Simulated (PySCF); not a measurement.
CH8Si2, SMILES C[SiH2][SiH3]. Heavy atoms are numbered as in [SiH3:1][SiH2:2][CH3:3]. Hydrogens are named by the atom that carries them.

Coordinates come from a B3LYP-D3(BJ)/def2-SVP optimisation.

These are PySCF with CAM-B3LYP/def2-TZVPD values and carry that method's errors.

Mulliken values depend strongly on the basis, most of all with diffuse functions as here. ESP charges are fitted to the potential on shells at 1.4 to 2.0 van der Waals radii. Atomic charges (e), one atom of each kind:

| atom | ESP fit | Mulliken | meta-Löwdin |
|---|---|---|---|
| Si1 (SiH3) | (withheld) | 0.23 | 0.23 |
| Si2 (SiH2) | 0.48 | 0.27 | 0.43 |
| C3 (CH3) | -0.62 | -0.89 | -0.57 |
| H on Si1 | (withheld) | -0.09 | -0.08 |
| H on Si2 | (withheld) | -0.09 | -0.10 |
| H on C3 | 0.16 | 0.27 | 0.12 |

Task: What belongs in the gaps? (The exact figures need the calculation; the answer reports its results.)

Result: 
- Si1 (SiH3), ESP fit: 0.01
- H on Si1, ESP fit: -0.04
- H on Si2, ESP fit: -0.13
